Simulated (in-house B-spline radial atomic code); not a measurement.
Computed with a B-spline radial atomic code. Model: two electrons, singlet ground state, non-relativistic, full CI in B-splines with partial waves to l = 8 (at full coupling up to 3e-4 hartree above the limit, correlation up to 0.6 % small), density held at that of full coupling by Lieb maximisation.

Along the adiabatic connection the electron repulsion is scaled by a coupling λ while a local potential keeps the density fixed. At λ = 0 the system is the Kohn-Sham one and W equals the exchange energy; the exchange-correlation energy is the area under W between 0 and 1. The kinetic energy rises with λ as the electrons avoid each other, with dT/dλ = −λ dW/dλ.

Command:
```bash
python run_ac.py task.json out
```
Settings (lengths in bohr, energies in hartree):
```
potential              dot
strength               0.722
lmax                   8
second                 1.5
```

Time taken, with all properties: 6.7 s on 1 thread of Intel(R) Xeon(R) Processor @ 2.30GHz (shared host).

**W = mean repulsion less Hartree energy, and W of three functionals.**

Given: confinement charge in harmonic well; well frequency 0.722 hartree; nuclear charge 1.5; external potential omega^2 r^2/2 - Z/r.

Computed: PBE exchange minus exact 29.168 millihartree; SCAN exchange minus exact 3.3568 millihartree.

```
coupling  W xc (hartree)  W xc minus exchange (millihartree)  kinetic minus Kohn-Sham (millihartree)  LDA (PW92) W minus its exchange (millihartree)  PBE W minus its exchange (millihartree)  SCAN W minus its exchange (millihartree)
       0        -0.98722                                   0                                       0                                               0                                        0                                         0
    0.02        -0.98905                              -1.831                                    0.02                                          -11.84                                    -2.11                                     -1.85
    0.05        -0.99177                              -4.545                                    0.11                                          -24.18                                     -5.3                                     -4.57
    0.12        -0.99796                             -10.735                                    0.64                                          -46.15                                   -12.67                                    -10.67
    0.25         -1.0089                              -21.72                                    2.66                                          -76.69                                   -25.89                                    -21.34
     0.4         -1.0209                             -33.631                                    6.52                                         -104.13                                   -40.22                                    -32.78
     0.6         -1.0356                              -48.36                                   13.87                                         -133.68                                   -57.85                                    -46.83
     0.8         -1.0491                              -61.91                                   23.34                                         -158.22                                   -73.96                                    -59.72
       1         -1.0616                             -74.413                                   34.57                                         -179.31                                   -88.74                                    -71.62
     1.4         -1.0839                              -96.72                                   61.23                                         -214.42                                  -114.94                                    -92.93
       2         -1.1119                             -124.72                                  108.55                                         -255.51                                  -147.71                                   -119.94
       3               ?                                   ?                                       ?                                               ?                                        ?                                         ?
     4.5               ?                                   ?                                       ?                                               ?                                        ?                                         ?
       7         -1.2276                             -240.33                                  571.82                                         -415.24                                  -288.55                                   -236.95
      10         -1.2579                             -270.67                                  826.28                                         -459.42                                  -329.71                                   -268.84
```

**Question.** What belongs in the row 3?

**Answer.** W xc (hartree): -1.1481; W xc minus exchange (millihartree): -160.88; kinetic minus Kohn-Sham (millihartree): 198.02; LDA (PW92) W minus its exchange (millihartree): -305.89; PBE W minus its exchange (millihartree): -190.27; SCAN W minus its exchange (millihartree): -155.49.

**Question.** What belongs in the row 4.5?

**Answer.** W xc (hartree): -1.1865; W xc minus exchange (millihartree): -199.31; kinetic minus Kohn-Sham (millihartree): 340.3; LDA (PW92) W minus its exchange (millihartree): -358.31; PBE W minus its exchange (millihartree): -236.59; SCAN W minus its exchange (millihartree): -194.33.

**Question.** What is the LDA exchange minus exact?

**Answer.** 143.46 millihartree.

**Energy parts, natural occupations and partial-wave weights.**

Computed: total energy -0.7045 hartree; kinetic part of the DFT correlation energy 0.034571 hartree; initial slope twice GL2 -0.091961 hartree; kinetic part over minus potential part 0.46459; Hartree energy 1.9744 hartree; Kohn-Sham kinetic 2.3961 hartree; Lieb Oxford ratio E_xc over LDA exchange 1.2172.

| natural | occupation of the shell (electrons) |
| --- | --- |
| s | 1.985 |
| p | 0.010554 |
| s | 0.0036025 |
| d | 0.00042171 |
| p | ? |
| f | 5.247e-05 |

**Question.** What belongs in the row p?

**Answer.** occupation of the shell (electrons): 0.00021255.

| wave | weight |
| --- | --- |
| s | 0.99434 |
| p | 0.0053911 |
| d | 0.0002288 |
| f | ? |
| g | 6.9399e-06 |

**Question.** What belongs in the row f?

**Answer.** weight: 3.0354e-05.

**Question.** What is the correlation energy?

**Answer.** -0.039842 hartree.

**Question.** What is the exchange energy?

**Answer.** -0.98722 hartree.

Half-way to full coupling W has made 55 % of its drop, against 50 % for a straight line, and second-order (GL2) theory, half the initial slope, overshoots the correlation energy by about 15 %: a moderate bend, as in light atoms. Over couplings 0 to 1 the errors in E_xc come to about +72 millihartree for LDA, +21 millihartree for PBE, +4.6 millihartree for SCAN, so SCAN is nearest. In LDA and PBE the errors of exchange and correlation have opposite signs, so the sum is smaller than the larger of the two.
